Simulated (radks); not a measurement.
Q: Species: Pr II. Configuration: [Xe] 4f3 6s1. Method: Dirac Kohn-Sham, LDA (Slater exchange, Perdew-Wang correlation), spin-unpolarised, spherical densities, point nucleus; open shells are shared between the two j in proportion to 2j + 1; speed of light set to 13703.6 atomic units (100 times the physical value, a model run); computed with a radial shooting solver on a logarithmic mesh with Libxc functionals. Some entries of the table are withheld. Estimate them.

orbital,occ.,eigenvalue (eV),r(max) (bohr),<r^2> (bohr^2)
1s1/2,2,-39662.20,0.01707,0.0008866
2s1/2,2,-6194.437,0.09383,0.01423
2p1/2,2,(1),0.07312,0.01062
2p3/2,4,(2),0.07312,0.01062
3s1/2,2,-1337.109,0.2638,0.09438
3p1/2,2,-1194.726,0.2506,0.08904
3p3/2,4,-1194.718,0.2506,0.08904
3d3/2,4,-928.6319,0.2014,(3)
3d5/2,6,-928.6298,0.2014,(4)
4s1/2,2,-266.4026,0.6083,0.4837
4p1/2,2,-212.9507,0.6175,0.5168
4p3/2,4,-212.9489,0.6175,0.5168
4d3/2,4,-118.8298,0.6350,0.6118
4d5/2,6,-118.8294,0.6350,0.6118
5s1/2,2,-41.0564,1.422,2.832
5p1/2,2,-26.9290,1.563,3.660
5p3/2,4,-26.9288,1.563,3.660
4f5/2,1.28571,-9.9965,0.6734,1.564
4f7/2,1.71429,-9.9965,0.6734,1.564
5d3/2,0,-8.0088,2.178,9.406
5d5/2,0,-8.0088,2.178,9.406
6s1/2,1,-7.9144,3.754,19.90
6p1/2,0,-5.3568,4.557,29.24
6p3/2,0,-5.3567,4.557,29.24

A: 
(1) 2p1/2 eigenvalue (eV): -5867.680
(2) 2p3/2 eigenvalue (eV): -5867.638
(3) 3d3/2 <r^2> (bohr^2): 0.07251
(4) 3d5/2 <r^2> (bohr^2): 0.07251
